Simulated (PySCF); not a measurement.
B(Cl)(vinyl)(OMe) (C3H6BClO), SMILES C=CB(Cl)OC.

Geometry: ωB97X-D3(BJ)/def2-SVP. Other conformers were not sampled.

Method: PySCF with PBE/def2-TZVP.

Isolated molecule, no solvent.

```json
{
  "total_energy": "-677.89129 hartree",
  "highest_occupied_level": "-6.97 eV",
  "lowest_empty_level": "-2.17 eV",
  "orbital_gap": "4.79 eV",
  "dipole_moment": "2.99 D",
  "quadrupole, principal values (traceless, Buckingham form, about the centre of nuclear charge)": "-2.95, -0.74, 3.69 D·Å",
  "mean_static_polarisability": "68.6 bohr³ (10.16 Å³)",
  "polarisability_principal_values": "49.1, 69.2, 87.4 bohr³"
}
```
